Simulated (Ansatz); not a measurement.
```yaml
crystal:
  periodic: [false, false, false]
  atoms:
    - {symbol: N, position_ang: [-0.817838, 1.233075, -0.062547]}
    - {symbol: Ta, position_ang: [0.444220, -0.225766, 0.256569]}
    - {symbol: O, position_ang: [0.332071, -1.451162, -1.172611]}
    - {symbol: S, position_ang: [-0.141051, -1.122235, 2.129620]}
    - {symbol: Cl, position_ang: [2.597576, 0.599407, 0.361678]}
    - {symbol: H, position_ang: [-0.895008, 1.717765, -0.946855]}
    - {symbol: H, position_ang: [-1.509948, 1.567129, 0.590866]}
    - {symbol: H, position_ang: [0.082279, -2.375312, -1.212520]}
basis:
  gaussian: {orbitals: x2c-TZVPPall}
magnetization: {spin_polarized: true, initial_magnetization: 0}
hamiltonian: {xc: {name: B3LYP}}
```

```sh
$ ansatz run in.yaml --threads 4 --pin off --events-out ev --progress --plain --max-ram 10444MiB
```

Output, abridged:

```
Functional definition: B3LYP
2039 factors; their error is unknown
mean field evaluation 1: about -451710.1931 eV, gradient 6.8e1 eV
mean field evaluation 2: about -451615.6620 eV, gradient 1.7e2 eV
mean field evaluation 4: about -451722.7080 eV, gradient 2.4e1 eV
mean field evaluation 8: about -451725.1536 eV, gradient 2.7e-1 eV
mean field evaluation 16: about -451725.6290 eV, gradient 2.2e-3 eV
mean field -451725.62904701 eV, -16600.6106768491 hartree, gradient 3.4e-5 eV, S^2 0.000000; 0 other end points of the search recorded, 0 dependent functions left out
reference -451725.62934606 eV, -16600.6106878389 hartree; 62, 62 occupied and 223, 223 virtual orbitals, 2039 factors
Total energy: -451725.62934606 eV, -16600.6106878389 hartree
Relativity: scalar
```

It took 15 s on 4 threads of an Arm Neoverse V2 on a shared host, with 1.9 GiB of host memory at the peak.
